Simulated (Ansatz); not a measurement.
Ideal-gas functions of `NC#C[SeH]` at 500 K and 1 bar, from an Ansatz frequency run at PBE0-D4/def2-TZVP.

Molar mass 120.01 g/mol, point group Cs (symmetry number 1), electronic degeneracy 1, moments of inertia 3.83, 323.719, 324.658 u Å². Harmonic wavenumbers (cm⁻¹, unscaled): 121, 187, 351, 384, 405, 478, 493, 862, 1176, 1243, 1641, 2286, 2379, 3577, 3669.

Use S(trans) = R[1.5 ln M + 2.5 ln T − 1.1517]; rotational temperatures θ = 24.2544 K / I; S(rot) = R[ln(√π/σ · √(T³/θAθBθC)) + 1.5]; for each mode x = 1.438777 ν̃/T, S = R[x/(eˣ − 1) − ln(1 − e⁻ˣ)] and H = RT x/(eˣ − 1); 1 cm⁻¹ = 0.0119627 kJ/mol; R = 8.31446 J/(mol·K).

Q: By hand: the entropy, in J/(mol·K).

A: Translation 179.3. Rotation: θ = 6.3327, 0.0749, 0.0747 K, giving 108.6. Vibration, mode by mode: 17.13, 13.57, 8.58, 7.89, 7.50, 6.29, 6.07, 2.61, 1.27, 1.09, 0.43, 0.09, 0.07, 0.00, 0.00, in all 72.6. Electronic 0.0. Sum 360.5 J/(mol·K).

Q: By hand: H − E and G − E in kJ/mol, counted from the electronic energy.

A: Zero-point energy ½ × 19252 × 0.0119627 = 115.2; thermal vibration 19.4; translation, rotation and pV give 4 RT = 16.6. H − E = 151.2 kJ/mol, and G − E = 151.2 − 500 × 360.5/1000 = -29.1 kJ/mol.

Vibration gives 20 % of the entropy, 17.1 J/(mol·K) of it from the mode under 150 cm⁻¹: soft modes count most, and the harmonic formula is weakest for them. The sum counts one conformer and one mirror image; others add a mixing term.
